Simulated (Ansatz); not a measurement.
H3Cl2HfOSi, quartet, geometry from GFN2-xTB of the parent state (such geometries of metal compounds can be far from the true shape) (the multiplicity is a formal guess) (core potentials on Hf); PBE/def2-SV(P) (Ansatz, a quantum-chemistry and plane-wave program).

The Ansatz input:
Ansatz 0.2 input:
```yaml
crystal:
  periodic: [false, false, false]
  atoms:
    - {symbol: Hf, position_ang: [0.03142602, -0.05717463, 0.27947347]}
    - {symbol: Cl, position_ang: [0.09395297, -0.89762153, 2.31464810]}
    - {symbol: Cl, position_ang: [0.82516158, 1.99758133, 0.17434969]}
    - {symbol: O, position_ang: [-0.54235364, -0.70919628, -1.35909606]}
    - {symbol: Si, position_ang: [-0.78546236, -0.53194320, -2.95840819]}
    - {symbol: H, position_ang: [0.51822052, -0.25687982, -3.57784500]}
    - {symbol: H, position_ang: [-1.71388321, 0.59179456, -3.14354480]}
    - {symbol: H, position_ang: [-1.35665604, -1.79688309, -3.42317893]}
basis:
  gaussian:
    orbitals: def2-SV_P_.json
hamiltonian:
  xc: pbe
magnetization: {spin_polarized: false, initial_magnetization: 3}
```
The basis file holds def2-SV(P) in the JSON format of the Basis Set Exchange.

What the program printed (banner, timings and long lists left out):

```
Functional definition: PBE
1169 factors; their error is unknown
mean field evaluation 1: about -36286.8515 eV, gradient 6.6e1 eV
mean field evaluation 2: about -36155.5695 eV, gradient 1.9e2 eV
mean field evaluation 4: about -36284.9322 eV, gradient 4.9e1 eV
mean field evaluation 8: about -36295.9778 eV, gradient 2.0e0 eV
mean field evaluation 16: about -36296.2429 eV, gradient 6.9e-4 eV
mean field evaluation 32: about -36296.2429 eV, gradient 3.2e-6 eV
mean field evaluation 64: about -36296.1256 eV, gradient 4.4e0 eV
mean field evaluation 96: about -36295.0012 eV, gradient 3.8e0 eV
mean field evaluation 128: about -36295.5663 eV, gradient 2.5e0 eV
mean field evaluation 160: about -36282.0743 eV, gradient 6.3e1 eV
mean field evaluation 192: about -36296.2792 eV, gradient 4.1e0 eV
mean field evaluation 224: about -36296.2898 eV, gradient 7.2e-1 eV
mean field evaluation 256: about -36294.6855 eV, gradient 1.0e0 eV
mean field evaluation 288: about -36296.2711 eV, gradient 1.5e0 eV
mean field -36296.29582712 eV, -1333.8642691337 hartree, gradient 2.1e-6 eV, S^2 3.750000; 22 other end points of the search recorded, 0 dependent functions left out
reference -36296.29589013 eV, -1333.8642714494 hartree; 37, 34 occupied and 62, 65 virtual orbitals, 1169 factors
Total energy: -36296.29589013 eV, -1333.8642714494 hartree
```
